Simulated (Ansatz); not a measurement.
C3H6OSSi (`C=C[SiH2]C(=O)S`) at its PBE0-D4/def2-TZVP geometry, where that method's forces vanish. Total charge 0; spin multiplicity 1.

```csv
atom,x (Å),y (Å),z (Å)
C1,-2.114,1.033,-0.388
C2,-1.384,-0.079,-0.401
Si3,0.421,-0.083,-0.811
C4,1.370,-0.822,0.697
O5,1.088,-1.903,1.140
S6,2.667,0.204,1.373
H7,-1.687,2.003,-0.626
H8,-3.171,1.024,-0.138
H9,-1.861,-1.024,-0.149
H10,0.897,1.298,-1.081
H11,0.746,-0.982,-1.947
H12,3.030,-0.669,2.331
```

Question: For each bond, give half the difference of the two atoms' forces along it (eV/Å; positive pushes the atoms apart) under PBE-D4, r2SCAN-D4, B3LYP-D4, ωB97M-V in def2-TZVPP. (An estimate is asked.)

Answer: Ansatz gave: 
```json
{"bond": "C1–C2", "length (Å)": "1.330", "PBE-D4": "0.36", "r2SCAN-D4": "0.22", "B3LYP-D4": "0.12", "ωB97M-V": "0.02"}
{"bond": "C1–H7", "length (Å)": "1.086", "PBE-D4": "0.02", "r2SCAN-D4": "-0.06", "B3LYP-D4": "-0.07", "ωB97M-V": "-0.05"}
{"bond": "C1–H8", "length (Å)": "1.086", "PBE-D4": "0.02", "r2SCAN-D4": "-0.07", "B3LYP-D4": "-0.09", "ωB97M-V": "-0.06"}
{"bond": "C2–Si3", "length (Å)": "1.851", "PBE-D4": "-0.10", "r2SCAN-D4": "-0.05", "B3LYP-D4": "0.06", "ωB97M-V": "0.08"}
{"bond": "C2–H9", "length (Å)": "1.088", "PBE-D4": "0.05", "r2SCAN-D4": "-0.03", "B3LYP-D4": "-0.08", "ωB97M-V": "-0.07"}
{"bond": "Si3–C4", "length (Å)": "1.929", "PBE-D4": "-0.28", "r2SCAN-D4": "-0.17", "B3LYP-D4": "-0.09", "ωB97M-V": "-0.04"}
{"bond": "Si3–H10", "length (Å)": "1.486", "PBE-D4": "0.06", "r2SCAN-D4": "-0.03", "B3LYP-D4": "-0.08", "ωB97M-V": "-0.11"}
{"bond": "Si3–H11", "length (Å)": "1.485", "PBE-D4": "0.09", "r2SCAN-D4": "-0.01", "B3LYP-D4": "-0.11", "ωB97M-V": "-0.16"}
{"bond": "C4–O5", "length (Å)": "1.202", "PBE-D4": "1.00", "r2SCAN-D4": "0.43", "B3LYP-D4": "0.25", "ωB97M-V": "0.16"}
{"bond": "C4–S6", "length (Å)": "1.786", "PBE-D4": "0.07", "r2SCAN-D4": "0.14", "B3LYP-D4": "0.18", "ωB97M-V": "0.03"}
{"bond": "S6–H12", "length (Å)": "1.347", "PBE-D4": "0.29", "r2SCAN-D4": "0.02", "B3LYP-D4": "-0.04", "ωB97M-V": "-0.13"}
```

B3LYP here is the variant with VWN-RPA as its local correlation; programs differ in this.
